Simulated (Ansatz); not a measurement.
Input file for Ansatz (a quantum-chemistry and plane-wave program): U-r2SCAN/def2-TZVPP on ZnO+, 2S+1 = 2, a spin state set in the input, which need not be the lowest, a point of a bond scan (R = 1.803 Å). Charge +1.

Ansatz 0.2 input:
```yaml
crystal:
  periodic: [false, false, false]
  atoms:
    - {symbol: Zn, position_ang: [0.00000000, 0.00000000, 0.00000000]}
    - {symbol: O, position_ang: [0.00000000, 0.00000000, 1.80331600]}
basis:
  gaussian:
    orbitals: def2-TZVPP
    pivot_positions_ang: [[0.00000000, 0.00000000, 0.00000000], [0.00000000, 0.00000000, 1.80331600]]
hamiltonian:
  xc: {name: r2SCAN}
total_charge: 1
magnetization: {spin_polarized: true, initial_magnetization: 1}
output: {forces: true, orbitals: {seedname: ./end}}
```

The log:

```
WARN ansatz: RAYON_NUM_THREADS=2 ignored (pool sized by the plan → 2); use --threads N
Functional definition: r2SCAN
integrals: 0.03 GiB planned
650 factors; their error is unknown
mean field: 0.32 GiB planned
mean field evaluation 1: about -50390.1093 eV, gradient 1.3e2 eV
mean field evaluation 2: about -50026.9672 eV, gradient 2.5e2 eV
mean field evaluation 4: about -50440.2829 eV, gradient 5.3e1 eV
mean field evaluation 8: about -50454.2999 eV, gradient 5.1e-1 eV
mean field evaluation 16: about -50454.2895 eV, gradient 7.6e-4 eV
mean field evaluation 32: about -50450.0155 eV, gradient 2.3e1 eV
mean field -50454.28953667 eV, -1854.1609413269 hartree, gradient 5.3e-5 eV, S^2 0.779003; 6 other end points of the search recorded, 0 dependent functions left out
the calculation of the forces begins
reference -50454.28954986 eV, -1854.1609418116 hartree; 19, 18 occupied and 76, 77 virtual orbitals, 650 factors
Total energy: -50454.28954986 eV, -1854.1609418116 hartree
Atom 0 at     0.000000     0.000000     0.000000 Å, force     0.000000    -0.000000     0.297828 eV/Å
Atom 1 at     0.000000     0.000000     1.803316 Å, force    -0.000000     0.000000    -0.297828 eV/Å
Dipole moment:    -0.000000    -0.000000    -0.918279 e Å
```

The run converged.

Cost: roughly 16 core-seconds.
